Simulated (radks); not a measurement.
Valence configurations of the krypton ion Kr+ (all share [Ar]). Calculated with a radial shooting solver on a logarithmic mesh with Libxc functionals: scalar-relativistic Kohn-Sham, LDA (Slater exchange, Perdew-Wang correlation), spin-unpolarised, spherical densities, finite nucleus; Fermi nuclear charge, rms radius 4.1884 fm. Energies are relative to 3d10 4s2 4p5; eigenvalues in eV.

valence           E (eV)    e(3d)    e(4p)    e(4s)
3d10 4s2 4p5       0.000  -93.598  -19.699  -34.156
3d10 4s1.5 4p5.5   7.249  -94.357  -20.018  -34.559
3d10 4s1 4p6      14.539  -95.104  -20.332  -34.952
3d9.5 4s2 4p5.5   38.396  -100.37  -20.614  -35.506
3d9.5 4s1.5 4p6   45.861  -101.11  -20.924  -35.893
3d9 4s2 4p6       79.750  -107.26  -21.524  -36.836

NIST lists [Ar] 3d10 4s2 4p5 as the ground configuration; this level of theory agrees among the configurations tried. The energies are those of spherical spin-averaged densities, not of single terms.
